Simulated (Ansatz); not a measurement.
Ti₄⁺ (the lowest doublet isomer of a short search), 4 atoms. Hardware: 4 threads of Arm Neoverse V2 on a shared host.

Correlated methods freeze 20 core orbitals; core or outer-core shells of Ti are correlated, in sets that lack core-valence functions. In CCSD on the charge 1 doublet the largest single amplitude is 0.26, so its Hartree–Fock determinant may place the open shell otherwise than the density functionals do.

(1) How many basis functions does each of these Ansatz runs have, and roughly what does it cost? PBE0-D4/def2-TZVP, charge 1 sextet, energy, from earlier orbitals; PBE-D4/def2-SVP, charge 1 quartet, relaxation, 4 steps; PBE0-D4/def2-TZVP, charge 1 doublet, energy, from earlier orbitals; PBE-D4/def2-SVP, charge 1 doublet, relaxation, 7 steps; PBE-D4/def2-SVP, charge 1 quartet, energy with a search over starts; PBE-D4/def2-SVP, charge 1 doublet, energy with a search over starts; MP2/def2-TZVP, charge 1 doublet, energy, from earlier orbitals; PBE-D4/def2-SVP, charge 1 sextet, relaxation, 3 steps; CCSD(T)/def2-SVP, charge 1 doublet, energy, from earlier orbitals; MP2/def2-TZVP, charge 1 quartet, energy, from earlier orbitals; PBE0-D4/def2-TZVP, charge 0 triplet at the geometry of the charge 1 doublet, energy; revPBE-D4/def2-TZVP, charge 1 doublet, energy, from earlier orbitals.

Results:

(1) Other jobs shared the machine, so times can vary by a factor of up to 3. A dash marks memory too small to be measured apart from the calling script's.

```tsv
run	functions	fitting or Cholesky vectors	wall time	peak host memory (GiB)
PBE-D4/def2-SVP, charge 1 sextet, relaxation, 3 steps	124	1520	9 s	–
PBE-D4/def2-SVP, charge 1 quartet, relaxation, 4 steps	124	1520	15 s	–
revPBE-D4/def2-TZVP, charge 1 doublet, energy, from earlier orbitals	180	1652	20 s	0.66
MP2/def2-TZVP, charge 1 doublet, energy, from earlier orbitals	180	1608	24 s	0.92
PBE0-D4/def2-TZVP, charge 1 doublet, energy, from earlier orbitals	180	1608	30 s	0.89
PBE0-D4/def2-TZVP, charge 1 sextet, energy, from earlier orbitals	180	1608	36 s	0.92
MP2/def2-TZVP, charge 1 quartet, energy, from earlier orbitals	180	1608	49 s	0.92
PBE-D4/def2-SVP, charge 1 doublet, relaxation, 7 steps	124	1520	72 s	–
PBE0-D4/def2-TZVP, charge 0 triplet at the geometry of the charge 1 doublet, energy	180	1608	82 s	1.2
PBE-D4/def2-SVP, charge 1 doublet, energy with a search over starts	124	1520	1.8 min	–
PBE-D4/def2-SVP, charge 1 quartet, energy with a search over starts	124	1520	2 min	–
CCSD(T)/def2-SVP, charge 1 doublet, energy, from earlier orbitals	124	1400	3.3 min	1.8
```
